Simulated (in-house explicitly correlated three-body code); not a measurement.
Computed with an exponentially correlated three-body code. Model: two electrons around a point charge, non-relativistic, variational in 260 exponentially correlated functions (energies converged to about 1e-7 hartree, or 1e-8 relative for large Z).

For two electrons in a singlet the Kohn-Sham orbital is the square root of half the density, so the exact Kohn-Sham potential and energy parts follow from the density alone, and exchange is minus half the Hartree energy. The Kohn-Sham level equals minus the binding energy of the second electron.

Command:
```bash
python run_hyl.py task.json out
```
Settings (lengths in bohr, energies in hartree):
```
Z                      2.32
interaction_strength   1
functions              260
states_tried           13
```

Run time, properties included: 32 s on 1 thread of Intel(R) Xeon(R) Platinum 8375C CPU @ 2.90GHz (Ice Lake), with other jobs on the host.

**Those bound S and P states to n = 4 that converged, binding against the one-electron ion.**

Given: nuclear charge 2.32.

Computed: one-electron threshold -2.6912 hartree.

```
term  energy (hartree)  binding (eV)  quantum defect
1 1S       -4.08659387        37.971         0.20985
2 3S       -2.97838313        7.8147         0.25828
2 1S       -2.93651528        6.6754          0.1155
2 3P                 ?             ?               ?
2 1P       -2.90644725        5.8572       -0.011825
3 3S       -2.80639853        3.1347         0.24998
3 1S       -2.79559424        2.8407         0.11118
3 3P                 ?             ?               ?
3 1P        -2.7871592        2.6112       -0.013114
4 3S       -2.75307036        1.6836         0.24753
4 1S       -2.74877163        1.5666         0.10995
4 3P       -2.74743311        1.5302        0.063929
4 1P       -2.74528677        1.4718       -0.013409
```

What belongs in the row 2 3P?

energy (hartree): -2.92286297; binding (eV): 6.3039; quantum defect: 0.060764.

What belongs in the row 3 3P?

energy (hartree): -2.792214; binding (eV): 2.7487; quantum defect: 0.063242.

**Electric-dipole lines between converged S and P states, rate of the upper state's decay.**

```json
{"s state": "1 1S", "p state": "2 1P", "p minus s (eV)": "32.113", "oscillator strength from s": "0.34865", "rate (1/s)": "5.2006e+09"}
{"s state": "1 1S", "p state": "3 1P", "p minus s (eV)": "35.359", "oscillator strength from s": "0.089312", "rate (1/s)": "1.6151e+09"}
{"s state": "1 1S", "p state": "4 1P", "p minus s (eV)": "36.499", "oscillator strength from s": "0.03589", "rate (1/s)": "6.9154e+08"}
{"s state": "2 1S", "p state": "2 1P", "p minus s (eV)": "0.81819", "oscillator strength from s": "0.30185", "rate (1/s)": "2.9227e+06"}
{"s state": "2 1S", "p state": "3 1P", "p minus s (eV)": "4.0642", "oscillator strength from s": "0.19616", "rate (1/s)": "4.6864e+07"}
{"s state": "2 1S", "p state": "4 1P", "p minus s (eV)": "5.2036", "oscillator strength from s": "0.059748", "rate (1/s)": "2.34e+07"}
{"s state": "3 1S", "p state": "2 1P", "p minus s (eV)": "-3.0165", "oscillator strength from s": "-0.12097", "rate (1/s)": "4.7763e+07"}
{"s state": "3 1S", "p state": "3 1P", "p minus s (eV)": "?", "oscillator strength from s": "?", "rate (1/s)": "?"}
{"s state": "3 1S", "p state": "4 1P", "p minus s (eV)": "1.3689", "oscillator strength from s": "0.19454", "rate (1/s)": "5.273e+06"}
{"s state": "4 1S", "p state": "2 1P", "p minus s (eV)": "-4.2906", "oscillator strength from s": "-0.02262", "rate (1/s)": "1.8069e+07"}
{"s state": "4 1S", "p state": "3 1P", "p minus s (eV)": "-1.0446", "oscillator strength from s": "-0.25856", "rate (1/s)": "1.2242e+07"}
{"s state": "4 1S", "p state": "4 1P", "p minus s (eV)": "0.094828", "oscillator strength from s": "0.69781", "rate (1/s)": "90760"}
{"s state": "2 3S", "p state": "2 3P", "p minus s (eV)": "1.5108", "oscillator strength from s": "0.43712", "rate (1/s)": "1.4431e+07"}
{"s state": "2 3S", "p state": "3 3P", "p minus s (eV)": "5.0659", "oscillator strength from s": "0.11203", "rate (1/s)": "4.1584e+07"}
{"s state": "2 3S", "p state": "4 3P", "p minus s (eV)": "6.2845", "oscillator strength from s": "0.03919", "rate (1/s)": "2.2387e+07"}
{"s state": "3 3S", "p state": "2 3P", "p minus s (eV)": "-3.1692", "oscillator strength from s": "-0.16389", "rate (1/s)": "7.1425e+07"}
{"s state": "3 3S", "p state": "3 3P", "p minus s (eV)": "0.38598", "oscillator strength from s": "0.72533", "rate (1/s)": "1.563e+06"}
{"s state": "3 3S", "p state": "4 3P", "p minus s (eV)": "1.6045", "oscillator strength from s": "0.10122", "rate (1/s)": "3.7692e+06"}
{"s state": "4 3S", "p state": "2 3P", "p minus s (eV)": "?", "oscillator strength from s": "?", "rate (1/s)": "?"}
{"s state": "4 3S", "p state": "3 3P", "p minus s (eV)": "-1.0652", "oscillator strength from s": "-0.34813", "rate (1/s)": "1.7139e+07"}
{"s state": "4 3S", "p state": "4 3P", "p minus s (eV)": "0.1534", "oscillator strength from s": "0.99227", "rate (1/s)": "337720"}
```

What belongs in the row 3 1S 3 1P?

p minus s (eV): 0.22953; oscillator strength from s: 0.50732; rate (1/s): 386590.

What belongs in the row 4 3S 2 3P?

p minus s (eV): -4.6203; oscillator strength from s: -0.027291; rate (1/s): 2.528e+07.

**Exact Kohn-Sham parts of the ground state from its density.**

Computed: total energy -4.08659387 hartree; Kohn-Sham kinetic 4.0487 hartree; Hartree energy 2.4505 hartree; DFT correlation energy -0.042667 hartree; kinetic part of the DFT correlation energy 0.03794 hartree; exact minus restricted Hartree-Fock -0.042629 hartree; Kohn-Sham level -37.971 eV; restricted Hartree-Fock level -38.338 eV; dipole polarisability 0.65521 bohr³; C6 of two such species 0.48333 hartree·bohr⁶.

What is the exchange energy?

-1.2253 hartree.

What is the potential part of the DFT correlation energy?

-0.080607 hartree.

**Density and exact potentials over r, pair density (one pair, times 4 pi r12^2) and exact minus Kohn-Sham pair density over r12.**

| radius (bohr) | radial density (electrons/bohr) | exchange potential (hartree) | intracule density (1/bohr) | Coulomb hole against Kohn-Sham (1/bohr) | correlation potential (hartree) |
| --- | --- | --- | --- | --- | --- |
| 0.0947 | 0.43215 | -1.9632 | 0.023535 | -0.01172 | -0.044 |
| 0.111 | ? | ? | ? | ? | ? |
| 0.129 | 0.68643 | -1.9308 | 0.043955 | -0.02003 | -0.035 |
| 0.151 | 0.85181 | -1.907 | 0.06024 | -0.02592 | -0.03 |
| 0.176 | 1.0346 | -1.8777 | 0.081578 | -0.03286 | -0.023 |
| 0.205 | 1.2337 | -1.8415 | 0.10979 | -0.04093 | -0.016 |
| 0.24 | 1.4487 | -1.7955 | 0.14816 | -0.05023 | -0.008 |
| 0.28 | ? | ? | ? | ? | ? |
| 0.327 | 1.8414 | -1.6752 | 0.25826 | -0.06846 | 0.008 |
| 0.381 | 1.9837 | -1.5998 | 0.33211 | -0.07483 | 0.016 |
| 0.445 | 2.065 | -1.5122 | 0.41946 | -0.07692 | 0.022 |
| 0.52 | 2.0637 | -1.4138 | 0.51536 | -0.07235 | 0.026 |
| 0.607 | 1.9696 | -1.3073 | 0.61036 | -0.05961 | 0.027 |
| 0.709 | 1.7832 | -1.1939 | 0.69226 | -0.03862 | 0.026 |
| 0.827 | 1.5228 | -1.078 | 0.7435 | -0.0123 | 0.023 |
| 0.966 | 1.2127 | -0.961 | 0.7484 | 0.01449 | 0.018 |
| 1.13 | 0.88949 | -0.84626 | 0.69507 | 0.03489 | 0.013 |
| 1.32 | 0.59676 | -0.739 | 0.58699 | 0.04319 | 0.009 |
| 1.54 | 0.36166 | -0.64126 | 0.44375 | 0.03892 | 0.005 |
| 1.79 | 0.19731 | -0.55545 | 0.29738 | 0.02695 | 0.003 |
| 2.09 | 0.091804 | -0.47739 | 0.16871 | 0.01344 | 0.001 |
| 2.45 | 0.035206 | -0.40787 | 0.077912 | 0.003894 | 0.001 |

What belongs in the row 0.111?

radial density (electrons/bohr): 0.55136; exchange potential (hartree): -1.9486; intracule density (1/bohr): 0.032464; Coulomb hole against Kohn-Sham (1/bohr): -0.0155; correlation potential (hartree): -0.04.

What belongs in the row 0.28?

radial density (electrons/bohr): 1.6551; exchange potential (hartree): -1.7408; intracule density (1/bohr): 0.1967; Coulomb hole against Kohn-Sham (1/bohr): -0.05968; correlation potential (hartree): 0.

The correlation energy of density-functional theory lies 0.038 millihartree below exact minus Hartree-Fock, because the Hartree-Fock density, unlike the exact one, minimises the Hartree-Fock energy.
